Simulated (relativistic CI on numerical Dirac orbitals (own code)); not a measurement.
# Ti3+: resonant inelastic scattering at the M2,3 edge

Computed with this model: Dirac-Coulomb-Breit CI, separate exchange-only KLI orbitals for each configuration, model QED (radiative potential, 1s self-energy scaled to tabulated hydrogen-like ionisation energies), Kramers-Heisenberg scattering through one core-hole configuration in a parametric crystal field, unscaled Slater integrals; configurations [Ar] 3d → [Ne] 3s2 3p5 3d2; 300 K; core-hole width 0.8 eV; summed over polarisations. Incident energies are the highest absorption maxima for each field (at most a few, so the weaker spin-orbit partner edge can be absent), on the computed scale of the free ion. Intensities are in per cent of the strongest line above 0.02 eV; levels within 1 cm⁻¹ are merged; final levels count from the ground level, the first row holds all elastic scattering, lines under 0.4 are left out and each table stops after 24 rows. The scale of the Slater integrals is a model choice and moves the terms in proportion.

Field parameters in Wybourne normalisation: Td as Oh with Dq negative (B⁴₀ = 21Dq, B⁴₄ = √(5/14) B⁴₀). The field is a parameter set, without covalency.

S is read from ⟨S²⟩ = S(S + 1).

Td, 10Dq = -1800 cm⁻¹:

| Final level (eV) | Degeneracy | Irrep | S | 46.4 eV | 50.8 eV | 52.1 eV |
| --- | --- | --- | --- | --- | --- | --- |
| 0.000 | 4 | Γ8 | 0.50 | 106.7 | 85.4 | 269.3 |
| 0.219 | 4 | Γ8 | 0.50 | 64.9 | 77.3 | 100.0 |
| 0.242 | 2 | Γ7 | 0.50 | 23.3 | 34.9 | 42.3 |

Td, 10Dq = -4150 cm⁻¹:

```
Final level (eV)  Degeneracy  Irrep     S  46.6 eV  51 eV  52.2 eV
           0.000           4     Γ8  0.50    119.5   83.1    264.8
           0.508           4     Γ8  0.50     68.8   79.7    100.0
           0.533           2     Γ7  0.50     26.6   39.2     52.3
```

Td, 10Dq = -6450 cm⁻¹:

```csv
Final level (eV),Degeneracy,Irrep,S,46.8 eV,51.2 eV,52.2 eV
0.000,4,Γ8,0.50,125.3,76.6,239.6
0.792,4,Γ8,0.50,66.9,76.6,100.0
0.818,2,Γ7,0.50,26.8,38.7,54.9
```

For the first field the strongest loss at the lowest incident energy is the level at 0.22 eV (S = 0.50, against 0.50 in the thermal ground state).
